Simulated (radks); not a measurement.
Excited configurations of Re12+: one electron is placed in a higher orbital outside [Kr] 4d10 4f14 5s2. The ground configuration is [Kr] 4d10 4f13 5s2 5p2. Method: Dirac Kohn-Sham, PBE, spin-unpolarised, spherical densities, point nucleus; open shells are shared between the two j in proportion to 2j + 1; computed with a radial shooting solver on a logarithmic mesh with Libxc functionals. Excitation = E - E(ground); binding = E(ion) - E, where the ion is the core of charge +13; n* = 13/sqrt(2 binding) in atomic units. These energies are relativistic, and a one-electron ion of charge +13 with no core already has n* below n in this formula (Dirac formula, point nucleus, mean over j: 5p 4.998, 5d 4.999, 6s 5.996, 6p 5.998, 6d 5.999, 6f 5.999, 7s 6.996, 7p 6.997, 7d 6.999, 7f 6.999). The quantum defect is therefore taken as that value minus n*, so that it holds no relativistic shift of the bare ion. Eigenvalue and <r> are those of j = l + 1/2.

\begin{tabular}{lrrrr}
outer orbital & excitation (eV) & binding (eV) & quantum defect & eigenvalue (eV) \\ \hline
5p & -16.998 & 249.87 & 1.964 & -234.25 \\
5d & 41.591 & 191.28 & 1.532 & -181.14 \\
6s & 77.842 & 155.03 & 2.145 & -148.98 \\
6p & 95.565 & 137.31 & 1.905 & -130.05 \\
6d & 120.22 & 112.66 & 1.481 & -107.80 \\
6f & 146.40 & 86.474 & 0.843 & -82.795 \\
7s & 135.31 & 97.565 & 2.141 & -94.154 \\
7p & 144.35 & 88.528 & 1.901 & -84.397 \\
7d & 157.43 & 75.441 & 1.478 & -72.394 \\
7f & 172.08 & 60.798 & 0.849 & -58.431 \\
\end{tabular}

The Delta-SCF ionisation energy is 232.87 eV (NIST Atomic Spectra Database: 268 eV, theoretical). Self-interaction in the functional shifts the binding energies and quantum defects, so they are the method's values and not measured ones. Spin polarisation and multiplet splitting are left out, so open shells lie too high by an amount that depends on their filling. Sharing an open shell by 2j + 1 raises it above the true ground level by a part of the spin-orbit splitting, which enters the differences from NIST. A negative excitation energy means that this level of theory puts the configuration below the NIST ground configuration.

Beside tabulated values, note that spin-unpolarised runs miss the spin-polarisation part of the exchange energy of open shells.
